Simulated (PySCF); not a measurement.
C8H15B.
Geometry (PBE0-D3(BJ)/def2-SVP, Å), atoms numbered from 1 in this order:
```
atom  x, y, z in Å
B1    -0.207   -0.334   -1.527
C2    -0.202   -1.522   -0.504
C3     0.676   -1.248    0.738
C4     1.403    0.093    0.666
C5     0.469    1.272    0.399
C6    -0.416    1.064   -0.852
C7    -1.929    0.945   -0.500
C8    -2.235   -0.243    0.409
C9    -1.723   -1.562   -0.164
H10   -0.308   -0.504   -2.724
H11    0.057   -2.491   -0.956
H12    1.419   -2.053    0.846
H13    0.067   -1.285    1.659
H14    2.148    0.044   -0.152
H15    1.980    0.265    1.590
H16   -0.155    1.454    1.291
H17    1.073    2.185    0.273
H18   -0.308    1.910   -1.548
H19   -2.265    1.886   -0.027
H20   -2.517    0.849   -1.431
H21   -1.784   -0.073    1.401
H22   -3.321   -0.309    0.584
H23   -1.912   -2.388    0.545
H24   -2.298   -1.808   -1.075
```

Computed, not measured: delta-SCF UKS SCAN, pcX-2 on the ionised atom, pcseg-1 elsewhere, spin-free X2C in PySCF. Vertical ΔSCF values, vacuum level as zero.

Some binding energies are withheld.

```tsv
atom(s)	bonded to	level	binding energy (eV)
B1	2 C and H	B 1s	194.95
C2/C6	2 C, H and B	C 1s	289.61
C3/C5/C7/C9	2 C and 2 H	C 1s	?
C4/C8	2 C and 2 H	C 1s	?
```

Problem. Fill in C 1s for C3/C5/C7/C9.

Solution. 290.13 eV (ring CH2 carbon). The other listed C 1s value is that of C2/C6; the shift against it is +0.52 eV.

Problem. What is the C 1s binding energy of C4/C8?

Solution. 290.18 eV (ring CH2 carbon). The other listed C 1s value is that of C2/C6; the shift against it is +0.57 eV.

Lowest listed C 1s: C2/C6, bonded to 2 C, H and B. Highest, 0.57 eV above it: C4/C8, bonded to 2 C and 2 H. The widest gap between neighbouring values is 0.52 eV, between 289.61 and 290.13 eV. Summing the Pauling electronegativity differences to the bonded atoms, each weighted by its formal bond order, gives -0.86 for the lowest site and -0.70 for the highest; no listed site has a larger sum than the highest.

Problem. Express the binding energy of C 1s of C4/C8 in atomic units and per mole.

Solution. 290.18 eV = 10.6639 Eh = 27998 kJ/mol.

Topologically equivalent atoms share the value of their first member; where this conformer doesn't relate them by symmetry, their own values could differ. Isolated species at its PBE0-D3(BJ)/def2-SVP geometry, gas phase.
